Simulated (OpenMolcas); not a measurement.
## Exact exchange and the dipole moment of CH3BFN

CH3BFN: 7 atoms, total charge 0, spin state singlet. SMILES: `BN=CF`. Geometry: relaxed at PBE0-D4/def2-TZVP.

The dipole moment y, in D, basis aug-cc-pVDZ; a is the functional's share of exact exchange. Programs: OpenMolcas 26.06.

| functional | program | a | y (D) |
| --- | --- | --- | --- |
| TPSS | OpenMolcas | 0 | 1.51 |
| revPBE | OpenMolcas | 0 | 1.48 |
| B3LYP | OpenMolcas | 0.2 | ? |
| PBE0 | OpenMolcas | 0.25 | 1.53 |
| BHLYP | OpenMolcas | 0.5 | 1.58 |

Task: Fit y = c + s·a to the known rows and predict B3LYP.

Result: 
1. Means of the 4 rows: a = 0.1875, y = 1.525.
2. Σ(Δa)² = 0.17188, Σ(Δa·Δy) = 0.02875, so the slope is 0.02875/0.17188 = 0.16727.
3. Intercept: 1.525 − (0.16727) × 0.1875 = 1.494. The largest residual of the fit is 0.016.
4. B3LYP: 1.494 + (0.16727) × 0.2 = 1.53 D.

The run gave 1.52 D, so the prediction is off by +0.01 D, within the largest residual. More exact exchange makes the molecule more polar here.
